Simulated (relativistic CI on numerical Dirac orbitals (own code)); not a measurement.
# Slater's F² for N from its measured terms

Problem. The ground configuration 2s2 2p3 of N has the measured levels 4S: 0.0 (J = 3/2); 2D: 19233.2 (J = 3/2), 19224.5 (J = 5/2); 2P: 28838.9 (J = 1/2), 28839.3 (J = 3/2) cm⁻¹ (NIST Handbook of Basic Atomic Spectroscopic Data (Sansonetti and Martin, J. Phys. Chem. Ref. Data 34, 1559 (2005))). Test the one-configuration theory of p3 and extract F²(2p,2p).

Working.
1. Centres of gravity, weighted by 2J + 1: 4S 0.0, 2D 19227.9, 2P 28839.2 cm⁻¹. To first order spin-orbit coupling drops out of them.
2. Slater-Condon theory gives 2D − 4S = 9F²/25 and 2P − 2D = 6F²/25, so the ratio of the upper interval to the lower is 6/9 = 0.667, whatever F².
3. Measured intervals: 19227.9 and 9611.2 cm⁻¹, ratio 0.500.
4. F² from the lower interval is 53411 and from the upper 40047 cm⁻¹.

Check. The radial integral calculated for this configuration (Dirac-KLI orbitals, unscaled) is F² = 62236 cm⁻¹; the two empirical values are 86 % and 64 % of it. The ratio falls short of 0.67 mainly because the highest term mixes with s⁰p5, which has the same term and pushes it down.
